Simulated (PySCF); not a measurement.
These compounds are isomers of formula C6H9FO.

A. `C[C@@H]1C=C(F)[C@@H](C)O1`
B. SMILES O=C1CCCC[C@H]1F
C. `C1C[C@]2(C)[C@](F)(C1)O2`

Spectrum 1. 1H NMR (500 MHz, computed): δ 5.21 (m, 1H), 5.15 (m, 1H), 5.01 (m, 1H), 1.33 (d, 3H), 1.26 (d, 3H). 13C{1H} NMR (computed): δ 172.7 (C), 110.9 (CH), 82.6 (CH), 81.1 (CH), 26.3 (CH3), 23.5 (CH3).

Spectrum 2. 1H NMR (500 MHz, computed): δ 2.19 (m, 1H), 2.02 (m, 1H), 1.66 (m, 1H), 1.52 (s, 3H), 1.50 (m, 1H), 1.47 (m, 1H), 1.42 (m, 1H). 13C{1H} NMR (computed): δ 104.9 (C), 63.3 (C), 33.2 (CH2), 31.1 (CH2), 22.5 (CH2), 17.5 (CH3).

Spectrum 3. 1H NMR (500 MHz, computed): δ 4.73 (m, 1H), 3.10 (m, 1H), 2.51 (m, 1H), 2.24 (m, 1H), 2.17 (m, 1H), 2.16 (m, 1H), 1.61 (m, 1H), 1.60 (m, 1H), 1.59 (m, 1H). 13C{1H} NMR (computed): δ 215.0 (C), 97.2 (CH), 42.1 (CH2), 40.0 (CH2), 33.7 (CH2), 23.6 (CH2).

PySCF 2.14 calculation with shieldings: GIAO PBE0/pcSseg-1 and GFN2-xTB structure; averaged over atoms made equivalent by symmetry, fast rotation or ring inversion, a single conformation, no solvent model, relativity neglected.

References, each an isolated molecule treated in the same way: TMS for 1H, 13C. Splittings of carbon signals by F and P are missing where no couplings were computed. Where no couplings were computed, multiplicities follow the n + 1 count of equivalent neighbours, and m marks all less simple cases (inequivalent or close neighbours, rings, F or P nearby). Shifts are as computed. Against solution values, carbons near 30 ppm lie about +3 ppm off and those near 130 ppm about +5 ppm. Of 1211 compounds with measured shifts, 218 miss one by over three times the rms of a fit or turn the order of signals round; such compounds aren't used in these exercises.

Question: Match each spectrum to its structure.

Answer: 1–A, 2–C, 3–B.

- Spectrum 1 (A): 6 13C signals; δC 110.9 is an alkene CH; δC 82.6 is an allylic sp3 CH bonded to O.
- Spectrum 2 (C): 6 13C signals; δC 104.9 is an epoxide ring carbon; δC 63.3 is an epoxide ring carbon.
- Spectrum 3 (B): 6 13C signals; δC 215.0 is a ketone carbonyl carbon; δC 97.2 is an sp3 CH bonded to F, α to a carbonyl.
